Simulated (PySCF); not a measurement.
Ranking problems on computed properties.

All species are isolated and taken at one optimised geometry, non-relativistic unless stated. Electronic properties by PySCF.

The conformers computed, where there is a choice (atom-mapped SMILES and torsion angles):
- `[CH:1]#[C:2][C@@H:3]([Cl:4])[CH2:5][O+:6]([CH3:7])[CH3:8]`: C2–C3–C5–O6 -62°, C3–C5–O6–C7 -118°
- `[CH2:1]=[C:2]([CH2:3][F:4])[CH2:5][C:6]([F:7])([F:8])[F:9]`: C1–C2–C3–F4 -129°, C1–C2–C5–C6 -86°, C2–C5–C6–F7 -178°
- `[CH:1]#[C:2][c:3]1[cH:4][cH:5][p:6][c:7]([CH:8]=[O:9])[cH:10]1`: P6–C7–C8–O9 180°
- `[O:1]=[C:2]([OH:3])[c:4]1[cH:5][s:6][c:7]([Cl:8])[cH:9]1`: O1–C2–C4–C5 0°, H–O3–C2–O1 0°
- `[CH3:1][Si:2]([CH3:3])([CH3:4])[CH2:5][F:6]`: C1–Si2–C5–F6 -60°
- `[CH3:1][Si@@H:2]([F:3])[CH2:4][SiH2:5][F:6]`: C1–Si2–C4–Si5 70°, Si2–C4–Si5–F6 -54°
- `[CH2:1]=[CH:2][C@@H:3]1[C@H:4]2[C@@H:5]([C:6]#[N:7])[C@@H:8]12`: C1–C2–C3–C4 -65°

The conformers of `N#C[C@@]12C=CC[C@@H]1C2` aren't listed.

Question: Rank by lowest triplet excitation (Tamm–Dancoff), highest first (TDA PBE0/def2-SVPD at GFN2-xTB geometries).
A. `C#C[C@@H](Cl)C[O+](C)C`
B. `O=C(O)c1csc(Cl)c1`
C. `N#C[C@@]12[C@H]3C[C@@H]1[C@@H]2C3`
D. `N#C[C@@]12C=CC[C@@H]1C2`
E. `C=C(CF)CC(F)(F)F`
F. `C#Cc1ccpc(C=O)c1`

Answer: C (5.53 eV), A (4.92 eV), E (4.29 eV), D (4.13 eV), B (3.32 eV), F (2.67 eV).

Question: Rank by static isotropic polarisability, highest first (PBE0/def2-SVPD at GFN2-xTB geometries).
A. `C=C(CF)CC(F)(F)F`
B. `C#Cc1ccpc(C=O)c1`
C. `O=C(O)c1csc(Cl)c1`
D. `C#C[C@@H](Cl)C[O+](C)C`

Answer: B (126.4 au), C (97.4 au), D (82.7 au), A (63.4 au).

Give the two extremes of that set as polarisability volumes in Å³.

`C=C(CF)CC(F)(F)F`: 9.39 Å³; `C#Cc1ccpc(C=O)c1`: 18.73 Å³.

Question: Rank by smallest rotational constant, lowest first (GFN2-xTB).
A. `C(#CC=C(C)C)C#N`
B. `N#C[C@@]12[C@H]3C[C@@H]1[C@@H]2C3`
C. `C#Cc1cc(C=O)pcc1`
D. `C[Si](C)(C)CF`
E. `O=C(O)c1csc(Cl)c1`

Answer: E (0.548 GHz), C (0.601 GHz), A (0.713 GHz), B (1.684 GHz), D (1.817 GHz).

By how much do the two ends of that ranking differ?

By 1.269 GHz, between `C[Si](C)(C)CF` and `O=C(O)c1csc(Cl)c1`.

Question: Rank by electronic spatial extent ⟨r²⟩ about the centre of nuclear charge, highest first (PBE0/def2-SVPD at GFN2-xTB geometries).
A. `C[Si@@H](F)C[SiH2]F`
B. `O=C(O)c1csc(Cl)c1`
C. `C(c1pccc(c1)C#C)=O`
D. `N#C[C@@]12[C@H]3C[C@@H]1[C@@H]2C3`
E. `C#C[C@@H](Cl)C[O+](C)C`
F. `C=C(CF)CC(F)(F)F`
G. `C=C[C@@H]1[C@H]2[C@@H](C#N)[C@@H]12`

Answer: B (1823 bohr²), C (1739 bohr²), F (1237 bohr²), E (1214 bohr²), A (1129 bohr²), G (1053 bohr²), D (807 bohr²).

Question: Rank by HOMO–LUMO gap, lowest first (PBE0/def2-SVPD at GFN2-xTB geometries).
A. `N#C[C@@]12C=CC[C@@H]1C2`
B. `N#C[C@@]12[C@H]3[C@@H]1C[C@@H]2C3`
C. `C#C[C@@H](Cl)C[O+](C)C`
D. `C#CC1=CC(C=O)=PC=C1`
E. `Clc1scc(c1)C(=O)O`
F. `C[Si@@H](F)C[SiH2]F`

Answer: D (4.57 eV), E (5.53 eV), A (7.04 eV), C (7.49 eV), B (7.86 eV), F (8.76 eV).

Question: Rank by HOMO energy, highest first (PBE0/def2-SVPD at GFN2-xTB geometries).
A. `[C@@H]12[C@@H]3[C@]2([C@@H](C3)C1)C#N`
B. `C[Si@@H](F)C[SiH2]F`
C. `C#C[C@@H](Cl)C[O+](C)C`
D. `C=C(CF)CC(F)(F)F`
E. `C#Cc1ccpc(C=O)c1`
F. `[C@H]12[C@@H]([C@H]1[C@H]2C#N)C=C`

Answer: E (-7.30 eV), A (-7.62 eV), F (-7.85 eV), D (-8.24 eV), B (-8.87 eV), C (-12.12 eV).
